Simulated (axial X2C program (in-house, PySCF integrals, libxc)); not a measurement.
# Worked dissociation energy of GeSe⁺: r2SCAN, without spin–orbit coupling

All values were computed with an axial X2C code built on PySCF integrals. Spin-free means the one-electron spin-free X2C Hamiltonian. Basis: Se dyall-cv3z [8s9p6d4f1g], Ge dyall-cv3z [9s9p7d4f1g] (cores contracted in-house); Gaussian nuclei, density fitting, unrestricted open shells. Masses: Se 79.917 u, Ge 73.921 u.

Molecular state: M_S = 1/2, Λ = 1 (beyond evenly filled blocks: π+α, π+β, π-α).

* E(Se) (2M_S = 2, M_L = 0): -2429.877004 hartree
* E(Ge+) (2M_S = 1, M_L = 0): -2098.475036 hartree
* E(GeSe⁺) at Re: -4528.478974 hartree
* ωe: 321.4 cm⁻¹
* ωexe: 0.772 cm⁻¹

Task: Work out De and D0.

Result: De = -2429.877004 + (-2098.475036) − (-4528.478974) = 0.12693 hartree = 3.454 eV. The zero-point energy is ωe/2 − ωexe/4 = 161 cm⁻¹ = 0.020 eV, so D0 = 3.434 eV.

Occupations by symmetry block were frozen at the best pattern of an incomplete PBE0 search. De is counted from the lowest determinant-based energies of the atoms at the same level, without counterpoise correction. The functionals have no current-density term, which raises determinants with orbital currents, atoms included. At some level and bond length an empty orbital lies below a filled one. The determinant is spin-polarised beyond a pure state at some levels (its spin-free form has ⟨S²⟩ too high), which makes Re and μ there less reliable. Spin-free De lacks the spin–orbit lowering of the heavy p-block atom, a tenth of an eV or more for 4p and 5p, up to an eV for 6p and one to two eV for 7p atoms, less what an open-shell molecule gains itself.

Each atomic determinant is the lowest at this level and need not be a pure term. Totals compare only within one Hamiltonian and basis.
